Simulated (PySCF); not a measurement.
Isomers of C7H11PS, from PBE0-D3(BJ)/def2-SVP geometry optimisation, gas phase (PySCF). One conformer each, no zero-point energy, no frequencies.

Question: Which is lowest in electronic energy at this level?
A. `[CH2:1]=[CH:2][C:3]1=[CH:4][CH2:5][P@@:6]([CH3:7])(=[S:8])[CH2:9]1` with C1–C2–C3–C4 -179°, C3–C4–C5–P6 16°, C4–C5–P6–C7 85°, C5–P6–C9–C3 20°, C2–C3–C9–P6 165°: A = 2325, B = 696.9, C = 653.8 MHz, dipole 4.57 D
B. `C1[P@](=S)(C=C[C@H](C)C=1)C`: A = 2067, B = 790.2, C = 760.6 MHz, dipole 5.34 D
C. `[CH3:1][c:2]1[p:3][cH:4][c:5]([CH:6]([CH3:7])[CH3:8])[s:9]1` with C4–C5–C6–C7 -56°: A = 2325, B = 755.9, C = 652.2 MHz, dipole 1.62 D
D. `[CH3:1][CH2:2][P@@:3]1(=[S:4])[CH:5]=[CH:6][C:7]([CH3:8])=[CH:9]1` with C1–C2–P3–S4 -179°: A = 1590, B = 950.3, C = 749.5 MHz, dipole 5.22 D
E. `CC(C)(C)c1pccs1`: A = 1954, B = 1009, C = 779.4 MHz, dipole 1.12 D

Answer: A. That is `C=CC1=CC[P@@](C)(=S)C1`, 3.1 kcal/mol below the next.

```tsv
SMILES	mapped SMILES	E (Eh)	relative (kcal/mol)	relative (kJ/mol)	dipole (D)
C=CC1=CC[P@@](C)(=S)C1	[CH2:1]=[CH:2][C:3]1=[CH:4][CH2:5][P@@:6]([CH3:7])(=[S:8])[CH2:9]1	-1011.91277	0.0	0.0	4.57
Cc1pcc(C(C)C)s1	[CH3:1][c:2]1[p:3][cH:4][c:5]([CH:6]([CH3:7])[CH3:8])[s:9]1	-1011.90785	3.1	12.9	1.62
CC(C)(C)c1pccs1	[CH3:1][C:2]([CH3:3])([CH3:4])[c:5]1[p:6][cH:7][cH:8][s:9]1	-1011.90513	4.8	20.1	1.12
C[C@H]1C=C[P@@](C)(=S)C=C1	[CH3:1][C@H:2]1[CH:3]=[CH:4][P@@:5]([CH3:6])(=[S:7])[CH:8]=[CH:9]1	-1011.90482	5.0	20.9	5.34
CC[P@@]1(=S)C=CC(C)=C1	[CH3:1][CH2:2][P@@:3]1(=[S:4])[CH:5]=[CH:6][C:7]([CH3:8])=[CH:9]1	-1011.90457	5.1	21.5	5.22
```
